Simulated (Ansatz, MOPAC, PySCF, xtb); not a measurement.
Breaking a bond: SMILES BB (H4B2). The B1–B4 bond (B1 also carries H, H; B4 carries H, H) is varied alone, starting from the PBE0/def2-TZVP optimised geometry.

Computed with: PM6, restricted, heats of formation (MOPAC); RKS-BP86/6-31G* = restricted BP86/6-31G*, spherical d in PySCF; GFN1-xTB (xtb); UCCSD(T) = CCSD(T) on UHF/cc-pVTZ, frozen core (Ansatz, a first-principles code).

Energies relative to the lowest point of each curve near equilibrium, in mEh; the last columns give the difference from UCCSD(T):

```json
[
 {"R / Å": "1.21", "PM6": "104.7", "RKS-BP86/6-31G*": "136.4", "GFN1-xTB": "134.3", "UCCSD(T)": "140.3", "PM6 − UCCSD(T)": "-35.6", "RKS-BP86/6-31G* − UCCSD(T)": "-3.9", "GFN1-xTB − UCCSD(T)": "-6.0"},
 {"R / Å": "1.30", "PM6": "50.6", "RKS-BP86/6-31G*": "71.7", "GFN1-xTB": "63.8", "UCCSD(T)": "75.1", "PM6 − UCCSD(T)": "-24.5", "RKS-BP86/6-31G* − UCCSD(T)": "-3.5", "GFN1-xTB − UCCSD(T)": "-11.3"},
 {"R / Å": "1.37", "PM6": "24.7", "RKS-BP86/6-31G*": "39.6", "GFN1-xTB": "31.5", "UCCSD(T)": "42.5", "PM6 − UCCSD(T)": "-17.8", "RKS-BP86/6-31G* − UCCSD(T)": "-2.8", "GFN1-xTB − UCCSD(T)": "-10.9"},
 {"R / Å": "1.48", "PM6": "4.0", "RKS-BP86/6-31G*": "11.3", "GFN1-xTB": "6.3", "UCCSD(T)": "13.0", "PM6 − UCCSD(T)": "-9.0", "RKS-BP86/6-31G* − UCCSD(T)": "-1.6", "GFN1-xTB − UCCSD(T)": "-6.7"},
 {"R / Å": "1.55", "PM6": "0.0", "RKS-BP86/6-31G*": "3.1", "GFN1-xTB": "0.7", "UCCSD(T)": "3.9", "PM6 − UCCSD(T)": "-3.9", "RKS-BP86/6-31G* − UCCSD(T)": "-0.8", "GFN1-xTB − UCCSD(T)": "-3.2"},
 {"R / Å": "1.59", "PM6": "0.1", "RKS-BP86/6-31G*": "0.8", "GFN1-xTB": "0.0", "UCCSD(T)": "1.2", "PM6 − UCCSD(T)": "-1.2", "RKS-BP86/6-31G* − UCCSD(T)": "-0.4", "GFN1-xTB − UCCSD(T)": "-1.2"},
 {"R / Å": "1.63", "PM6": "1.5", "RKS-BP86/6-31G*": "0.0", "GFN1-xTB": "0.7", "UCCSD(T)": "0.0", "PM6 − UCCSD(T)": "1.5", "RKS-BP86/6-31G* − UCCSD(T)": "0.0", "GFN1-xTB − UCCSD(T)": "0.7"},
 {"R / Å": "1.70", "PM6": "6.6", "RKS-BP86/6-31G*": "1.2", "GFN1-xTB": "4.3", "UCCSD(T)": "0.6", "PM6 − UCCSD(T)": "6.0", "RKS-BP86/6-31G* − UCCSD(T)": "0.6", "GFN1-xTB − UCCSD(T)": "3.7"},
 {"R / Å": "1.73", "PM6": "9.6", "RKS-BP86/6-31G*": "2.6", "GFN1-xTB": "6.7", "UCCSD(T)": "1.8", "PM6 − UCCSD(T)": "7.9", "RKS-BP86/6-31G* − UCCSD(T)": "0.8", "GFN1-xTB − UCCSD(T)": "4.9"},
 {"R / Å": "1.80", "PM6": "18.2", "RKS-BP86/6-31G*": "7.3", "GFN1-xTB": "13.5", "UCCSD(T)": "6.0", "PM6 − UCCSD(T)": "12.1", "RKS-BP86/6-31G* − UCCSD(T)": "1.3", "GFN1-xTB − UCCSD(T)": "7.5"},
 {"R / Å": "1.86", "PM6": "26.7", "RKS-BP86/6-31G*": "12.6", "GFN1-xTB": "20.4", "UCCSD(T)": "11.1", "PM6 − UCCSD(T)": "15.6", "RKS-BP86/6-31G* − UCCSD(T)": "1.5", "GFN1-xTB − UCCSD(T)": "9.3"},
 {"R / Å": "2.01", "PM6": "50.6", "RKS-BP86/6-31G*": "28.9", "GFN1-xTB": "40.3", "UCCSD(T)": "27.2", "PM6 − UCCSD(T)": "23.4", "RKS-BP86/6-31G* − UCCSD(T)": "1.8", "GFN1-xTB − UCCSD(T)": "13.2"},
 {"R / Å": "2.21", "PM6": "83.9", "RKS-BP86/6-31G*": "53.6", "GFN1-xTB": "69.3", "UCCSD(T)": "52.1", "PM6 − UCCSD(T)": "31.9", "RKS-BP86/6-31G* − UCCSD(T)": "1.5", "GFN1-xTB − UCCSD(T)": "17.2"},
 {"R / Å": "2.43", "PM6": "118.0", "RKS-BP86/6-31G*": "80.5", "GFN1-xTB": "100.9", "UCCSD(T)": "79.4", "PM6 − UCCSD(T)": "38.6", "RKS-BP86/6-31G* − UCCSD(T)": "1.1", "GFN1-xTB − UCCSD(T)": "21.5"},
 {"R / Å": "2.69", "PM6": "151.8", "RKS-BP86/6-31G*": "109.4", "GFN1-xTB": "134.5", "UCCSD(T)": "109.0", "PM6 − UCCSD(T)": "42.8", "RKS-BP86/6-31G* − UCCSD(T)": "0.4", "GFN1-xTB − UCCSD(T)": "25.4"},
 {"R / Å": "2.87", "PM6": "170.9", "RKS-BP86/6-31G*": "127.0", "GFN1-xTB": "154.1", "UCCSD(T)": "126.9", "PM6 − UCCSD(T)": "44.0", "RKS-BP86/6-31G* − UCCSD(T)": "0.1", "GFN1-xTB − UCCSD(T)": "27.3"},
 {"R / Å": "3.27", "PM6": "202.3", "RKS-BP86/6-31G*": "158.9", "GFN1-xTB": "186.5", "UCCSD(T)": "—", "PM6 − UCCSD(T)": "—", "RKS-BP86/6-31G* − UCCSD(T)": "—", "GFN1-xTB − UCCSD(T)": "—"},
 {"R / Å": "3.55", "PM6": "217.3", "RKS-BP86/6-31G*": "176.0", "GFN1-xTB": "200.9", "UCCSD(T)": "—", "PM6 − UCCSD(T)": "—", "RKS-BP86/6-31G* − UCCSD(T)": "—", "GFN1-xTB − UCCSD(T)": "—"},
 {"R / Å": "3.99", "PM6": "233.4", "RKS-BP86/6-31G*": "196.0", "GFN1-xTB": "214.0", "UCCSD(T)": "—", "PM6 − UCCSD(T)": "—", "RKS-BP86/6-31G* − UCCSD(T)": "—", "GFN1-xTB − UCCSD(T)": "—"},
 {"R / Å": "4.46", "PM6": "244.5", "RKS-BP86/6-31G*": "210.3", "GFN1-xTB": "220.0", "UCCSD(T)": "—", "PM6 − UCCSD(T)": "—", "RKS-BP86/6-31G* − UCCSD(T)": "—", "GFN1-xTB − UCCSD(T)": "—"},
 {"R / Å": "4.83", "PM6": "250.8", "RKS-BP86/6-31G*": "217.7", "GFN1-xTB": "221.4", "UCCSD(T)": "—", "PM6 − UCCSD(T)": "—", "RKS-BP86/6-31G* − UCCSD(T)": "—", "GFN1-xTB − UCCSD(T)": "—"},
 {"R / Å": "5.73", "PM6": "261.3", "RKS-BP86/6-31G*": "226.1", "GFN1-xTB": "221.9", "UCCSD(T)": "—", "PM6 − UCCSD(T)": "—", "RKS-BP86/6-31G* − UCCSD(T)": "—", "GFN1-xTB − UCCSD(T)": "—"}
]
```

PM6 is furthest from UCCSD(T) at 2.87 (44.0 mEh, above); its mean absolute difference over the points is 19.7 mEh.

RKS-BP86/6-31G* is furthest from UCCSD(T) at 1.21 (-3.9 mEh, below); its mean absolute difference over the points is 1.4 mEh.

GFN1-xTB is furthest from UCCSD(T) at 2.87 (27.3 mEh, above); its mean absolute difference over the points is 10.6 mEh.

A dash means that the run gave no value there, or that the column was ended at a point which the program doubted or which failed a test of continuity chosen for this set; such a test can also cut sound points.

The restricted form behind PM6, RKS-BP86/6-31G* keeps the bonding electrons paired and can't separate into open-shell fragments. The unrestricted determinant behind UCCSD(T) is spin-contaminated at 2.69 to 5.73 Å (<S²> up to 1.0, against 0.00 for a pure singlet).
